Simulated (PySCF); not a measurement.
**Löwdin shares of the frontier orbitals**

Compound: C₅H₄O₂.
Cartesian coordinates in Å at the PBE0-D3(BJ)/def2-SVP level; atoms count from 1:
```
atom  x, y, z in Å
O1    -2.714    0.952    0.290
C2    -1.992    0.081   -0.131
C3    -0.534    0.067    0.019
C4     0.402   -0.918   -0.447
C5     1.627   -0.476   -0.059
O6     1.514    0.699    0.608
C7     0.219    1.023    0.653
H8    -2.410   -0.799   -0.683
H9     0.180   -1.829   -0.998
H10    2.635   -0.864   -0.173
H11   -0.049    1.947    1.158
```

Level of theory: TDDFT PBE0/def2-SVPD, vertical, gas phase, core orbitals frozen in the response (PySCF).

Frontier orbitals with the atoms that hold most of them (Löwdin shares over 4%, at most four atoms; ? is withheld):

| orbital | ε (eV) | atoms |
| --- | --- | --- |
| LUMO+2 | 0.77 | C5 19%, C4 18%, H9 12%, C7 9% |
| LUMO+1 | -0.01 | C5 30%, C4 26%, O6 13%, H10 6% |
| LUMO | -1.70 | C2 27%, O1 23%, C7 19%, C3 12% |
| HOMO | ? | ? |
| HOMO-1 | -7.66 | ? |
| HOMO-2 | -8.69 | C4 27%, C3 22%, O6 21%, O1 10% |
| HOMO-3 | -11.06 | O6 28%, C3 15%, C7 14%, C4 14% |

Give the leading atoms of the HOMO.

C5 (bonded to C, O and H) 27%; C7 (bonded to C, O and H) 25%; C3 (bonded to 3 C) 15%; C4 (bonded to 2 C and H) 14%.

Give the leading atoms of the HOMO-1.

O1 (bonded to C) 64%; C2 (bonded to C, O and H) 16%; H8 (bonded to C) 9%; C3 (bonded to 3 C) 8%. By element: oxygen 64% or more, carbon 24% or more, hydrogen 9% or more.

What is the HOMO energy, and the HOMO–LUMO gap?

ε(HOMO) = -7.32 eV; the gap is 5.62 eV (0.2064 hartree).

How does S1 compare with the orbital gap of 5.62 eV?

S1 is at 3.87 eV (f = 0.0003), 1.75 eV below the gap, made of HOMO-1→LUMO (96%). Its leading pair isn't HOMO and LUMO; the energies of that pair differ by 5.96 eV. Without the coupling terms of the response equations the lowest excitation would equal the gap.

Give energy, strength and leading configuration of S1, S2, S3, S4 and S5, and follow the Löwdin shares of the leading atoms from the occupied to the empty orbital.

- S1 (3.87 eV, f 0.0003), HOMO-1→LUMO (96%): O1 64% → 23%, C2 16% → 27%
- S2 (4.86 eV, f 0.049), HOMO→LUMO (95%): C5 27% → at most 12%, C7 25% → 19%, C2 at most 15% → 27%, O1 at most 15% → 23%
- S3 (6.04 eV, f 0.111), HOMO-2→LUMO (82%): C4 27% → at most 12%, C3 22% → 12%, C2 at most 11% → 27%, O1 10% → 23%
- S4 (6.49 eV, f 0.0001), HOMO-1→LUMO+1 (96%): O1 64% → at most 7%, C2 16% → at most 7%, C5 at most 4% → 30%, C4 at most 4% → 26%
- S5 (6.70 eV, f 0.405), HOMO→LUMO+1 (80%): C5 27% → 30%, C7 25% → at most 7%, C4 14% → 26%

One conformer stands for the species.
